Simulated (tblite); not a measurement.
C3H9BrGeSi.
Atom-mapped SMILES: `[CH3:1][C@:2]1([Br:3])[SiH2:4][CH2:5][GeH2:6]1` (hydrogens: H7, H8, H9 on C1; H10, H11 on Si4; H12, H13 on C5; H14, H15 on Ge6)

Computed with GFN2-xTB (tblite), gas phase: L-BFGS steps from a force-field or distance-geometry start until the largest atomic force falls under 0.01 eV/Å.

At the end of the run (lengths in Å): C2–Ge6 2.013, C2–Si4 1.933, Si4–C5 1.917, C5–Ge6 1.995, C2–Br3 1.993, Ge6–H15 1.514, Ge6–H14 1.511, C1–C2–Ge6 123.3°, C1–C2–Si4 121.0°, Br3–C2–Ge6 103.8°, Br3–C2–Si4 105.8°, C1–C2–Si4–C5 -144°, C2–Si4–C5–Ge6 14°, Si4–C5–Ge6–C2 -13°, H14–Ge6–C2–C1 -98°, H10–Si4–C2–C1 -31°.

Task: These geometries were met on the way; a selection of coordinates is given. Order them by energy above the end point, lowest first.
A. C2–Ge6 1.974, C2–Si4 1.906, Si4–C5 1.899, C5–Ge6 1.970, C2–Br3 1.957, Ge6–H15 1.538, Ge6–H14 1.529, C1–C2–Ge6 113.4°, C1–C2–Si4 113.6°, Br3–C2–Ge6 110.5°, Br3–C2–Si4 110.4°, C1–C2–Si4–C5 -118°, C2–Si4–C5–Ge6 -1°, Si4–C5–Ge6–C2 1°, H14–Ge6–C2–C1 -131°, H10–Si4–C2–C1 -5°
B. C2–Ge6 2.010, C2–Si4 1.940, Si4–C5 1.917, C5–Ge6 1.979, C2–Br3 2.008, Ge6–H15 1.500, Ge6–H14 1.495, C1–C2–Ge6 115.6°, C1–C2–Si4 116.2°, Br3–C2–Ge6 110.3°, Br3–C2–Si4 110.7°, C1–C2–Si4–C5 -118°, C2–Si4–C5–Ge6 -2°, Si4–C5–Ge6–C2 2°, H14–Ge6–C2–C1 -125°, H10–Si4–C2–C1 -4°
C. C2–Ge6 2.018, C2–Si4 1.938, Si4–C5 1.919, C5–Ge6 2.001, C2–Br3 1.988, Ge6–H15 1.515, Ge6–H14 1.508, C1–C2–Ge6 115.6°, C1–C2–Si4 116.4°, Br3–C2–Ge6 110.7°, Br3–C2–Si4 111.4°, C1–C2–Si4–C5 -118°, C2–Si4–C5–Ge6 -2°, Si4–C5–Ge6–C2 2°, H14–Ge6–C2–C1 -124°, H10–Si4–C2–C1 -2°
D. C2–Ge6 2.019, C2–Si4 1.942, Si4–C5 1.911, C5–Ge6 1.982, C2–Br3 1.997, Ge6–H15 1.504, Ge6–H14 1.491, C1–C2–Ge6 115.0°, C1–C2–Si4 115.7°, Br3–C2–Ge6 109.6°, Br3–C2–Si4 109.7°, C1–C2–Si4–C5 -118°, C2–Si4–C5–Ge6 -2°, Si4–C5–Ge6–C2 2°, H14–Ge6–C2–C1 -128°, H10–Si4–C2–C1 -5°
E. C2–Ge6 1.941, C2–Si4 1.867, Si4–C5 1.860, C5–Ge6 1.941, C2–Br3 1.954, Ge6–H15 1.552, Ge6–H14 1.548, C1–C2–Ge6 112.9°, C1–C2–Si4 113.1°, Br3–C2–Ge6 111.3°, Br3–C2–Si4 111.5°, C1–C2–Si4–C5 -118°, C2–Si4–C5–Ge6 0°, Si4–C5–Ge6–C2 0°, H14–Ge6–C2–C1 -131°, H10–Si4–C2–C1 -5°

Result: C (0.035 eV), B (0.061 eV), D (0.126 eV), A (0.267 eV), E (0.446 eV).

```
step  E above end (eV)  rms distance from the end, all atoms (Å)  largest force (eV/Å)  rms shift of all bonds from the end (Å)
  12             0.035                                     0.420                 0.154                                    0.003
   6             0.061                                     0.422                 0.347                                    0.009
   4             0.126                                     0.423                 0.588                                    0.011
   1             0.267                                     0.428                 0.648                                    0.020
   0             0.446                                     0.429                 2.313                                    0.040
```

Rows stand in the order of the answer.
